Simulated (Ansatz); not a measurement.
`CS[SiH2][AlH][NH2]` → `[NH2][AlH2]` + `CS[SiH]` at 500 K and 1 bar (silylene formation by 1,1-elimination).

Isolated molecules relaxed with PBE0-D4/def2-TZVP in Ansatz; ΔE leaves out vibrations. CCSD(T)/CBS is the MP2 limit (def2-TZVPP, def2-QZVPP) plus CCSD(T) − MP2 in def2-TZVPP, frozen cores. This one scheme is used for every species. One conformer a species, not always the lowest.

| species | CCSD(T)/CBS energy (Eh) | H − E (kJ/mol) | S (J/(mol·K)) |
| --- | --- | --- | --- |
| `CS[SiH2][AlH][NH2]` | -1026.49476 | 296.2 | 493.0 |
| `[NH2][AlH2]` | -299.14566 | 129.9 | 289.4 |
| `CS[SiH]` | -727.28803 | 154.1 | 338.3 |

H − E and S are ideal-gas, rigid-rotor, harmonic terms from PBE0-D4/def2-TZVP, for one conformer and one mirror image of each species. 1 Eh = 2625.50 kJ/mol, R = 8.31446 J/(mol·K).

By hand: ΔE, ΔH, ΔS and ΔG.

ΔE = (-299.14566) + (-727.28803) − (-1026.49476) = 0.06107 Eh = 160.3 kJ/mol. Δ(H − E) = 129.9 + 154.1 − 296.2 = -12.2, so ΔH = 148.1 kJ/mol. ΔS = 289.4 + 338.3 − 493.0 = 134.7 J/(mol·K). ΔG = 148.1 − 500 × (134.7)/1000 = 80.8 kJ/mol.

By hand: the equilibrium constant, and the temperature at which ΔG would vanish if ΔH and ΔS stayed fixed.

log₁₀ K = −ΔG/(RT ln 10) = -8.4. ΔG = 0 at ΔH/ΔS = 1099 K.

The number of gas molecules changes by +1, which sets the sign of ΔS. A doubt of 5 kJ/mol in ΔE shifts log₁₀ K by 0.5 here. Other conformers and mirror images would add mixing entropy, several J/(mol·K) or more a flexible species. Modes under 60 cm⁻¹, often nearly free rotors, make the harmonic entropy too high. These are equilibria of isolated gas molecules and say nothing of rates. Largest T1 diagnostic: 0.016 (customary marks: 0.02 for closed shells, 0.045 for open ones).
